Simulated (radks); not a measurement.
The numbers below are computed, except where a source is named.
Valence configurations of Cs (all share [Xe]). Code: a radial shooting solver on a logarithmic mesh with Libxc functionals. Model: Dirac Kohn-Sham, PBE, spin-unpolarised, spherical densities, point nucleus; open shells are shared between the two j in proportion to 2j + 1. Energies are relative to 6s1; eigenvalues in eV.

[
 {"valence": "6s1", "E (eV)": "0.000", "e(4f5/2)": "-", "e(4f7/2)": "-", "e(5d3/2)": "-", "e(5d5/2)": "-", "e(6p1/2)": "-"},
 {"valence": "6s0.5 6p0.5", "E (eV)": "0.678", "e(4f5/2)": "-", "e(4f7/2)": "-", "e(5d3/2)": "-", "e(5d5/2)": "-", "e(6p1/2)": "-1.090"},
 {"valence": "5d0.5 6s0.5", "E (eV)": "0.843", "e(4f5/2)": "-", "e(4f7/2)": "-", "e(5d3/2)": "-0.489", "e(5d5/2)": "-0.455", "e(6p1/2)": "-"},
 {"valence": "6p1", "E (eV)": "1.368", "e(4f5/2)": "-", "e(4f7/2)": "-", "e(5d3/2)": "-", "e(5d5/2)": "-", "e(6p1/2)": "-1.344"},
 {"valence": "5d1", "E (eV)": "1.672", "e(4f5/2)": "-", "e(4f7/2)": "-", "e(5d3/2)": "-0.597", "e(5d5/2)": "-0.564", "e(6p1/2)": "-"},
 {"valence": "4f1", "E (eV)": "2.951", "e(4f5/2)": "-0.434", "e(4f7/2)": "-0.434", "e(5d3/2)": "-", "e(5d5/2)": "-", "e(6p1/2)": "-"}
]

NIST lists [Xe] 6s1 as the ground configuration; this level of theory agrees among the configurations tried. The energies are those of spherical spin-averaged densities, not of single terms.
